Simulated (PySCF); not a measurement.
**MNF across the 5d metals**

Level: PBE0, basis family def2-TZVP, scalar-relativistic core potentials from Rb on and no relativity for lighter atoms.

Each entry is the lowest minimum that a search over a few typed start shapes (and spin states, where more than one is plausible) found, or that minimum re-optimised at the stated level; isomers with ligand–ligand bonds, or fragments after loss of a ligand pair, can lie lower. Open shells are unrestricted; no spin–orbit coupling; PySCF with density fitting.

```csv
molecule,2S+1,point group,mean bond to the central atom (Å),polar-tensor charge of the central atom,dipole (D),distinct angles (°),highest ω (cm⁻¹)
FWN,3,Cs,1.767,1.26,4.37,109,1136
FReN,?,?,?,?,?,?,?
FIrN,2,C∞v,1.751,1.06,1.04,180,1216
FPtN,1,C∞v,1.749,0.73,1.20,180,1163
```

Fill in the row of FReN.

2S+1: 4; point group: Cs; mean bond to the central atom (Å): 1.777; polar-tensor charge of the central atom: 1.10; dipole (D): 1.96; distinct angles (°): 132; highest ω (cm⁻¹): 1149.

Spin–orbit coupling can matter for FWN, FReN, FIrN, FPtN.

The shape of FIrN rests on a mode under 45 cm⁻¹ and is not firmly settled.

Left out of the table are members whose search was unfinished or whose lowest solution was spin-contaminated, unstable, very soft or bonded differently.

Open d and f shells are single-determinant solutions and may miss the true ground state.
